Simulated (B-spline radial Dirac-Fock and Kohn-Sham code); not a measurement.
**Subshell photoionisation cross sections of Fe⁷⁺ against photon energy**

System: the Fe⁷⁺ ion in the configuration [Ar] 3d1.

Calculated with an atomic code on a B-spline grid, using a relativistic central-field model (Hartree-Slater potential of the initial state, Latter tail, multipole expansion of the photon field, Dirac-Fock thresholds). Values are in kb per electron; a dash marks an energy below the computed threshold. Values for outer subshells far above threshold carry numerical ripple of a few per cent.

```tsv
hν (eV)	1s	2p1/2	3p1/2	3p3/2	3d3/2
239	–	–	179	183	253
300	–	–	135	136	130
400	–	–	84.1	84.3	54.1
1110	–	84.4	9.86	9.64	2.03
2000	–	16.7	2.18	2.11	0.229
2984.4	–	5.09	0.717	0.686	0.0503
4000	–	2.06	0.301	0.286	0.0148
4640	–	1.28	0.192	0.181	0.00824
37500	0.168	0.000870	0.000148	0.000129	7.82e-07
66500	0.0299	0.000104	1.78e-05	1.49e-05	5.61e-08
100000	0.00855	2.29e-05	3.95e-06	3.18e-06	9.33e-09
150000	0.00245	5.24e-06	9.09e-07	7.05e-07	1.57e-09
```

At 150000 eV the multipoles beyond E1 give 36.3 % of 1s, 51.4 % of 2p1/2, 51.3 % of 3p1/2, 48.3 % of 3p3/2, 69.7 % of 3d3/2.
